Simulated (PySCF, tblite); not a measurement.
C6H11PS2.
SMILES with atom numbers: `[CH2:1]=[CH:2][P:3]1(=[S:4])[CH2:5][CH2:6][S:7][CH2:8][CH2:9]1` (hydrogens: H10, H11 on C1; H12 on C2; H13, H14 on C5; H15, H16 on C6; H17, H18 on C8; H19, H20 on C9)

Computed geometry: GFN2-xTB, gas phase.

Task: List the bond lengths, angles and torsions at this level.

Result: 
| bond | length (Å) | order |
| --- | --- | --- |
| C1=C2 | 1.322 | double |
| C2–P3 | 1.816 | single |
| P3=S4 | 1.935 | double |
| P3–C5, P3–C9 | 1.851 | single |
| C5–C6, C8–C9 | 1.518 | single |
| C6–S7, S7–C8 | 1.820 | single |
| C1–H10 | 1.080 | single |
| C1–H11 | 1.078 | single |
| C2–H12 | 1.082 | single |
| C5–H13, C9–H19 | 1.093 | single |
| C5–H14, C9–H20 | 1.095 | single |
| C6–H15, C8–H18 | 1.090 | single |
| C6–H16, C8–H17 | 1.093 | single |

Bonds in one row agree within 0.01 Å and their mean is given. Orders are formal, as drawn. A selection of angles:
| angle | degrees |
| --- | --- |
| C1–C2–P3 | 119.9 |
| C2–P3–S4 | 116.8 |
| C2–P3–C5 | 103.7 |
| S4–P3–C5 | 114.4 |
| C5–P3–C9 | 101.9 |
| P3–C5–C6 | 108.8 |
| C5–C6–S7 | 111.4 |
| C6–S7–C8 | 98.8 |

Torsions: C1–C2–P3–S4 0° (synperiplanar); C2–P3–C5–C6 -169° (antiperiplanar); P3–C5–C6–S7 70° (synclinal); C5–C6–S7–C8 -66° (synclinal); C6–S7–C8–C9 66° (synclinal); S7–C8–C9–P3 -70° (synclinal); C2–P3–C9–C8 169° (antiperiplanar).

The 3 C–P bonds span 1.816 Å (C2–P3, drawn single) to 1.851 Å (P3–C9, drawn single), a spread of 0.035 Å. The C–C distances run from 1.322 Å (C1=C2, drawn double) to 1.518 Å (C8–C9, drawn single), a spread of 0.196 Å. The 6-membered ring P3–C5–C6–S7–C8–C9 has internal angles of 98.8° to 111.6°; it is puckered, 0.32 Å rms from its mean plane, widest ring torsion 70°. Of the pairs four or more bonds apart, S4···H10 is among the closest relative to their van der Waals radii: 2.83 Å, 94 % of the sum of Bondi's values. P3 (phosphorus bonded to 3 C and S) is distorted tetrahedral (angles from 101.9° to 116.8°).

Point group: Cs (every atom within 0.08 Å of its image). Its GFN2-xTB frequencies are all real (lowest 63 cm⁻¹). One conformer, not necessarily the lowest.
